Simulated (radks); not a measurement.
Values are calculated unless marked as measured or tabulated.
Cl4+, configuration [Ne] 3s2 3p1 (the NIST ground configuration). Level of theory: Dirac Kohn-Sham, PBE, spin-unpolarised, spherical densities, point nucleus; open shells are shared between the two j in proportion to 2j + 1 (a radial shooting solver on a logarithmic mesh with Libxc functionals).

Normalised radial functions P(r) = r R(r) (large component), r in bohr:

| r | 3p1/2 | 3d5/2 |
|---|---|---|
| 0.00424 | 0.0012 | 0.0000 |
| 0.00539 | 0.0018 | 0.0000 |
| 0.006853 | 0.0028 | 0.0000 |
| 0.008711 | 0.0044 | 0.0000 |
| 0.01107 | 0.0069 | 0.0000 |
| 0.01408 | 0.0107 | 0.0001 |
| 0.0179 | 0.0166 | 0.0001 |
| 0.02257 | 0.0251 | 0.0002 |
| 0.02869 | 0.0383 | 0.0004 |
| 0.03648 | 0.0576 | 0.0009 |
| 0.04637 | 0.0852 | 0.0017 |
| 0.05895 | 0.1236 | 0.0032 |
| 0.07494 | 0.1745 | 0.0061 |
| 0.09526 | 0.2384 | 0.0113 |
| 0.1211 | 0.3118 | 0.0205 |
| 0.154 | 0.3860 | 0.0362 |
| 0.1957 | 0.4441 | 0.0622 |
| 0.2488 | 0.4613 | 0.1032 |
| 0.3163 | 0.4080 | 0.1642 |
| 0.4021 | 0.2606 | 0.2496 |
| 0.5111 | 0.0148 | 0.3609 |
| 0.6498 | -0.3003 | 0.4929 |
| 0.826 | -0.6177 | 0.6303 |
| 1.042 | -0.8426 | 0.7432 |
| 1.324 | -0.9072 | 0.7969 |
| 1.684 | -0.7712 | 0.7434 |
| 2.14 | -0.5105 | 0.5848 |
| 2.721 | -0.2545 | 0.3739 |
| 3.459 | -0.0891 | 0.1816 |
| 4.397 | -0.0201 | 0.0621 |
| 5.589 | -0.0026 | 0.0137 |

3p1/2: eigenvalue -59.663 eV, 1 radial node at r = 0.517 bohr, <r> = 1.44 bohr, 90 % of the charge inside 2.17 bohr. 3d5/2 (empty): eigenvalue -39.495 eV, 0 radial nodes, <r> = 1.62 bohr, 90 % of the charge inside 2.54 bohr.
